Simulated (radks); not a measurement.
Task: Tl+, 80 electrons, occupied as [Hg] (the NIST ground configuration). Method: scalar-relativistic Kohn-Sham, SOGGA, spin-polarised, spherical densities, finite nucleus; Fermi nuclear charge, rms radius 5.4759 fm; computed with a radial shooting solver on a logarithmic mesh with Libxc functionals. Some entries of the table are withheld. Estimate them.

orbital  occ.  eigenvalue (eV)  r(max) (bohr)  <r^2> (bohr^2)
1s          2        -85558.02        0.01004       0.0003692
2s          2              (1)        0.05817        0.005609
2p          6        -13116.67        0.04833        0.004756
3s          2        -3643.234         0.1640         0.03610
3p          6        -3031.468         0.1638         0.03729
3d         10        -2395.859            (2)         0.03089
4s          2        -818.3459         0.3690          0.1732
4p          6        -617.6943         0.3890          0.1982
4d         10        -382.0625         0.3955          0.2234
5s          2        -138.1125         0.8078          0.8626
4f         14        -121.2547         0.3578          0.2629
5p          6         -83.3090            (3)             (4)
5d         10              (5)          1.116             (6)
6s          2         -16.2394          2.044           6.413

Result: 
(1) 2s eigenvalue (eV): -15240.99
(2) 3d r(max) (bohr): 0.1334
(3) 5p r(max) (bohr): 0.9043
(4) 5p <r^2> (bohr^2): 1.147
(5) 5d eigenvalue (eV): -22.6893
(6) 5d <r^2> (bohr^2): 2.242
